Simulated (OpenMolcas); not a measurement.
Ir+.

```json
{
 "Program": "OpenMolcas",
 "Basis": "ANO-RCC-VDZP [7s6p4d2f]",
 "Scalar Hamiltonian": "DKH2, point nucleus",
 "Active space": "8 electrons in 9 orbitals (RAS2 5d 6s; RAS3 6p, at most 2 electrons)",
 "State averaging": "2S+1 = 5 even, 15 roots; 2S+1 = 3 even, 90 roots kept (CI in the orbitals of an earlier block); 2S+1 = 1 even, 78 roots kept (CI in the orbitals of an earlier block); 2S+1 = 5 odd, 22 roots; 2S+1 = 7 odd, 12 roots kept (CI in the orbitals of an earlier block); 2S+1 = 3 odd, 7 roots kept (CI in the orbitals of an earlier block, 0 in the spin-orbit step); 2S+1 = 1 odd, 9 roots kept (CI in the orbitals of an earlier block, 0 in the spin-orbit step)",
 "Spin-orbit coupling": "state interaction with AMFI integrals over the reference wave functions, term energies averaged over their components"
}
```

Two sets of levels on these reference wave functions, in cm⁻¹ above 5d⁷ 6s ⁵F₅: one from RASSCF and one from MS-RASPT2, IPEA 0.25 Eh, imaginary shift 0.1 Eh (closed shells correlated: 5s 5p).

| Level | Set 1 | Set 2 |
| --- | --- | --- |
| 5d⁷ 6s ⁵F₅ | 0.0 | 0.0 |
| 5d⁷ 6s ⁵F₄ [54 %] | 5120 | 5480 |
| 5d⁷ 6s ³P₂(1) [54 %] | 9110 | 4520 |
| 5d⁷ 6s ⁵F₃ | 9160 | 9050 |
| 5d⁷ 6s ⁵F₂ [61 %] | 11450 | 10370 |
| 5d⁸ ³F₄ [58 %] | 11770 | 4220 |
| 5d⁷ 6s ⁵P₃ | 16690 | 15410 |
| 5d⁶ 6s² ⁵D₄ | 18400 | 16900 |
| 5d⁷ 6s ³P₀(1) | 19960 | 14900 |
| 5d⁷ 6s ³G₅ [70 %] | 20100 | 19330 |
| 5d⁸ ³F₂ [52 %] | 23480 | 17420 |
| 5d⁶ 6s² ⁵D₃ | 23700 | 22500 |
| 5d⁷ 6s ³H₆ | 25860 | 24930 |
| 5d⁷ 6s ³G₃ | 26480 | 25340 |
| 5d⁶ 6s² ⁵D₀ [50 %] | 26630 | 24860 |
| 5d⁷ 6s ³H₅ [70 %] | 28540 | 27490 |

Problem. Which set is which?

Solution. Set 2 is MS-RASPT2. Its levels of the other terms of 5d⁷ 6s lie at 0.50 to 0.96 of the other set's values, as expected, since terms of lower spin or lower L gain more correlation energy than the Hund ground term. Against 6 measured levels (NIST Handbook of Basic Atomic Spectroscopic Data) the mean absolute deviation is 1400 cm-1 with it and 3100 cm-1 without; single levels miss by up to 2700 cm-1 with it.

CASPT2 does not keep the components of a term degenerate, so their means are used; among the terms shown or strongly mixed into the levels shown the widest spread is 1100 cm-1 (5d⁷ 6s ⁵F, MS-RASPT2). Some high roots are left out of the spin-orbit mixing, which shifts the levels that they would mix with. Terms from blocks run as CI alone lack orbitals of their own. Configurations are named by rounded mean occupations; where the s occupation lies near a half they are strongly mixed, a name can repeat and a true partner stay unpaired. A single d shell beside an s shell can misplace configurations of different d count against each other. Without dynamic correlation excited terms often stand tens of per cent too high (terms of higher spin than the ground term too low), and those without a measured partner can miss by more than the paired ones (holds for RASSCF). Some levels mix across a computed gap that differs much from the measured one, so their mixing is not that of the real levels (holds for RASSCF). Blocks of more than 70 roots (2S+1 = 3 even, 1 even) ran without multistate coupling (holds for MS-RASPT2). Some terms miss by over 15 % even with CASPT2, which points to a basis or an active space too small for the shells correlated (holds for MS-RASPT2). Computed and measured levels are paired by configuration, term and J; levels that our copy of the source lacks, or whose pairing is in doubt (as where it misses far off the trend of its configuration), stay unpaired and out of the deviations. Only configurations of the active space appear. The table leaves out levels that lie high or whose names do not pair safely across all columns.

A share in square brackets marks a mixed level and gives the weight of the term that names it, the lowest over the columns. A number in round brackets counts repeated terms of one configuration in the order of the reference energies.
